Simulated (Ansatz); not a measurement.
Reaction (redistribution): `C[CH2][Zn][SH]` + `F[SiH](F)[GeH3]` → `C[CH2][Zn][F]` + `F[SiH](S)[GeH3]`

Computed with Ansatz on PBE0-D4/def2-TZVP structures; ΔE is electronic, products minus reactants. CCSD(T)/CBS is the MP2 limit (def2-TZVPP, def2-QZVPP) plus CCSD(T) − MP2 in def2-TZVPP, frozen cores. DFT in def2-TZVPP. For Ge, Zn outer-core shells are correlated without core-valence functions, which leaves a few kJ/mol of doubt a bond. Scalar relativity is left out up to krypton. One conformer a species, not always the lowest.

Question: Is it downhill or uphill in electronic energy at CCSD(T)/CBS, and by how much? (An estimate is asked.)

Answer: The calculation gave: Uphill: ΔE = +89.8 kJ/mol.

Question: What do these levels give: PBE-D4, r2SCAN-D4, PBE0-D4, ωB97X-V, PBE, r2SCAN, PBE0, HF/def2-TZVPP, CCSD/def2-TZVPP, CCSD(T)/def2-TZVPP, MP2/CBS(def2), CCSD/CBS(def2)? (Best estimate.)

Answer: Ansatz gave: PBE-D4 75.6, r2SCAN-D4 86.3, PBE0-D4 84.8, ωB97X-V 86.2, PBE 78.1, r2SCAN 86.8, PBE0 87.0, HF/def2-TZVPP 109.2, CCSD/def2-TZVPP 94.5, CCSD(T)/def2-TZVPP 92.0, MP2/CBS(def2) 89.0, CCSD/CBS(def2) 92.3 kJ/mol.

Largest T1 diagnostic among the species: 0.015.

From PBE to PBE0 (25 % exact exchange), in def2-TZVPP and without D4, ΔE moves by +8.9 kJ/mol. The D4 term adds −4.3 kJ/mol with B3LYP and −2.2 kJ/mol with PBE0; it sums over pairs of atoms, weighted by their polarisabilities, and B3LYP, whose exchange is more repulsive, gets the larger term. In def2-TZVPP, CCSD(T) changes the Hartree–Fock value by −17.2 kJ/mol (the triples alone add −2.5 kJ/mol) and MP2 by −18.0 kJ/mol.

B3LYP here is the variant with VWN-RPA as its local correlation; programs differ in this.
